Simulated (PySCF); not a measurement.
# How methods differ on the ionisation energy of Kr⁺

Kr⁺ [Ar] 3d10 4s2 4p5 (2P) → Kr²⁺ [Ar] 3d10 4s2 4p4 (3P), as a difference of total energies. All numbers are calculated (PySCF 2.14, a scalar-relativistic core potential, in aug-cc-pVTZ-PP with one added diffuse shell each of s, d, f type with ECP10MDF (7s5p5d3f, 68 functions)). Correlated levels: valence: 3s2 3p6 3d10 frozen. The calculations carry no spin-orbit coupling.

```csv
method,ionisation energy (eV),difference from reference (eV)
UHF,23.240,-1.120
MP2 (valence),24.089,-0.271
SCS-MP2 (valence),24.088,-0.272
CCSD (valence),24.092,-0.268
CCSD(T) (valence),24.126,-0.234
```

Reference: 24.360 eV (measured; NIST Atomic Spectra Database, ionization energies).

The reference lies between the lowest fine-structure levels, while these numbers refer to the centres of the terms.

Errors of the correlated levels include the incompleteness of this basis and the frozen core.
